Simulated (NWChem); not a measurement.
Ionisation of C₂H₄NO (-1)

```xyz
8

C     -0.1020     1.4082    -0.1166
N     -0.8639     0.2052    -0.2824
C     -0.1707    -0.8782    -0.0031
O      1.0124    -1.0151     0.3787
H     -0.6327     2.2752    -0.5629
H      0.0910     1.6811     0.9506
H      0.9164     1.3671    -0.5690
H     -0.7902    -1.8189    -0.1535
```
Charge -1, spin multiplicity 1.

The numbers come from NWChem runs, not from measurements. The geometry was optimised at PBE0/def2-SVP, a minimum by its harmonic frequencies. It is one conformer; others weren't searched.

Basis set: def2-TZVPD. −ε marks an orbital energy of the parent.

```csv
method,first vertical ionisation energy (eV),relative cost
G0W0@PBE0,2.49,under 3
G0W0@LDA (SVWN5),2.26,under 3
−ε(HOMO) of HF,3.48,under 3
G0W0@PBE,2.13,under 3
−ε(HOMO) of PBE,-0.50,1
```

The values span 3.98 eV, from −ε(HOMO) of PBE (lowest) to −ε(HOMO) of HF (highest). Costs are rough ratios of processor time within this set of runs, SCF included, with −ε(HOMO) of PBE as 1.

GW and range-separated runs recompute their integrals, the others keep them in memory, which bears on the times. The spin multiplicity of the parent species was assumed, not shown to be that of its ground state. The structure started from a generated list of species. The anion's geometry comes from a basis without diffuse functions.
